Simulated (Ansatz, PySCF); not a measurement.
CdFGeH3, SMILES [F][Cd][GeH3]. Atoms are numbered in the order given.

```xyz
6

Cd    -0.6584     0.2632    -0.4866
F     -1.4039     1.4738    -1.8264
Ge     0.3020    -1.2972     1.2401
H      0.5451    -2.6955     0.6347
H      1.6472    -0.7594     1.7709
H     -0.6635    -1.4484     2.4341
```
Charge 0, spin multiplicity 1.

Geometry optimised at B3LYP-D3(BJ)/def2-SVP. The structure was generated by enumeration; whether it is a known compound was not checked. The def2 effective core potentials stand for the cores of Cd; spin–orbit coupling is left out.

Two levels are set side by side: PBE-D3(BJ)/def2-SVP (Ansatz, a first-principles code) and B3LYP-D3(BJ)/def2-SVP (Ansatz). Each level has its own optimised geometry; the coordinates shown are those of the second. Frequencies come from the Hessian of PySCF at each geometry. Differences are taken from unrounded values.

```
quantity                            B3LYP-D3(BJ)
----------------------------------  ------------
mean bond length (Å)                       1.820
bond Cd1–F2 (Å)                            1.954
bond Cd1–Ge3 (Å)                           2.518
bond Ge3–H4 (Å)                            1.543
bond Ge3–H5 (Å)                            1.543
bond Ge3–H6 (Å)                            1.543
highest harmonic wavenumber (cm⁻¹)          2126
mean harmonic wavenumber (cm⁻¹)              900
zero-point energy (kcal/mol)               15.44
```

Task: What does PBE-D3(BJ) give, and how far is it from B3LYP-D3(BJ)? (An estimate is asked for; the answer gives what the named calculation found.)

Result: 
| quantity | PBE-D3(BJ) | PBE-D3(BJ) minus B3LYP-D3(BJ) |
|---|---|---|
| mean bond length (Å) | 1.824 | 0.004 |
| bond Cd1–F2 (Å) | 1.959 | 0.006 |
| bond Cd1–Ge3 (Å) | 2.508 | -0.010 |
| bond Ge3–H4 (Å) | 1.551 | 0.008 |
| bond Ge3–H5 (Å) | 1.551 | 0.008 |
| bond Ge3–H6 (Å) | 1.551 | 0.008 |
| highest harmonic wavenumber (cm⁻¹) | 2086 | -40 |
| mean harmonic wavenumber (cm⁻¹) | 877 | -23 |
| zero-point energy (kcal/mol) | 15.04 | -0.39 |
